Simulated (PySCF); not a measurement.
Si(H)(Me)2(OH), SMILES C[SiH](C)O (PBE0/def2-SVP optimised geometry):

```
12

Si    -0.164    -0.822     0.000
C     -0.846    -1.782    -1.461
C     -0.846     0.927     0.000
O      1.511    -0.822     0.000
H     -0.527    -1.509     1.273
H     -0.604    -1.293    -2.419
H     -0.434    -2.803    -1.489
H     -1.943    -1.862    -1.398
H     -0.434     1.509     0.839
H     -0.603     1.458    -0.935
H     -1.943     0.918     0.100
H      1.943    -0.419    -0.758
```

Method: PBE0/def2-TZVP (PySCF).

Problem. What are the frontier orbital energies and the dipole moment?

Solution. HOMO-2 -9.74 eV, HOMO-1 -8.65 eV, HOMO -8.17 eV, LUMO 0.72 eV, LUMO+1 1.35 eV; dipole moment 1.95 D.

Meta-Löwdin charges at PBE0/def2-TZVP: Si1 1.02, C2 -0.63, C3 -0.63, O4 -0.76, H5 -0.13, H6 0.12, H7 0.13, H8 0.13, H9 0.13, H10 0.12, H11 0.13, H12 0.34.
